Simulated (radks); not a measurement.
Values are calculated unless marked as measured or tabulated.
Effect of the nuclear size on the ytterbium ion Yb14+, [Kr] 4d10 4f10. Code: a radial shooting solver on a logarithmic mesh with Libxc functionals. Model: Dirac Kohn-Sham, PBE, spin-unpolarised, spherical densities, finite nucleus; open shells are shared between the two j in proportion to 2j + 1; Fermi nuclear charge, rms radius 5.3108 fm. The rms radius is varied about that value; shifts are against it.

rms radius (fm)	total energy shift (eV)	density at nucleus (e/bohr^3)	1s1/2 shift (meV)	2s1/2 shift (meV)	4s1/2 shift (meV)	4p1/2 shift (meV)	5s1/2 (empty) shift (meV)	4f7/2 shift (meV)	5p1/2 (empty) shift (meV)
4.7372	-8.09	1.062e+06	-3310	-450	-24.4	-0.230	-6.06	0.307	-0.104
4.7903	-7.37	1.059e+06	-3010	-410	-22.2	-0.209	-5.52	0.280	-0.095
5.3108	0	1.026e+06	0.000	0.000	0.000	0.000	0.000	0.000	0.000
5.8313	7.89	9.966e+05	3220	439	23.8	0.226	5.91	-0.300	0.102
5.9162	9.22	9.922e+05	3770	513	27.8	0.265	6.91	-0.350	0.119

Slopes of the eigenvalues against <r^2> in GHz/fm^2, as finite differences over the two radii next to the reference (eigenvalue slopes, not the field-shift constants of lines): 1s1/2 136000, 2s1/2 18500, 4s1/2 1010, 4p1/2 9.53, 5s1/2 (empty) 250, 4f7/2 -12.7, 5p1/2 (empty) 4.29.
